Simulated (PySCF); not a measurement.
Bonds (- single, = double, # triple, : aromatic): C1=C2 1.339 Å, C2-C3 1.445 Å, C3-F4 1.334 Å, C3=C5 1.341 Å, C5-F6 1.304 Å, C5-F7 1.310 Å. C1 carries H8, H9; C2 carries H10. H9 is cis to C3; H8 is trans to C3.

Non-relativistic Hamiltonian, single conformer, no solvent. σ from GIAO-PBE/pcSseg-2; geometry: PBE0-D3(BJ)/def2-SVP; PySCF.

δ = σ(ref) − σ, references computed at the same level: ¹³C (σ = 179.39 ppm), ¹H (σ = 31.18 ppm) vs TMS; ¹⁹F (σ = 142.93 ppm) vs CFCl3.

| atoms | nucleus | count | δ (ppm) |
| --- | --- | --- | --- |
| C5 | ¹³C | 1 | 166.3 |
| H9 | ¹H | 1 | ? |
| F7 | ¹⁹F | 1 | ? |
| F6 | ¹⁹F | 1 | -114.7 |
| C1 | ¹³C | 1 | 117.9 |
| H8 | ¹H | 1 | ? |
| F4 | ¹⁹F | 1 | -208.0 |
| C3 | ¹³C | 1 | 139.2 |
| H10 | ¹H | 1 | 6.61 |
| C2 | ¹³C | 1 | 132.0 |

**Question.** Complete the table.

**Answer.** 
- H9: 5.59 ppm, hydrogen on a terminal =CH2 carbon; a vinylic proton, deshielded by the sp2 carbon and the C=C anisotropy
- H8: 5.30 ppm, hydrogen on a terminal =CH2 carbon; a vinylic proton, deshielded by the sp2 carbon and the C=C anisotropy
- F7: -131.9 ppm, vinylic fluorine

Shifts are as computed, not scaled to solution data. Of 1211 compounds with measured shifts, 218 miss one by over three times the rms of a fit or turn the order of signals round; such compounds aren't used in these exercises. Unscaled 19F shifts against computed CFCl3 carry errors that often reach 10 to 50 ppm.
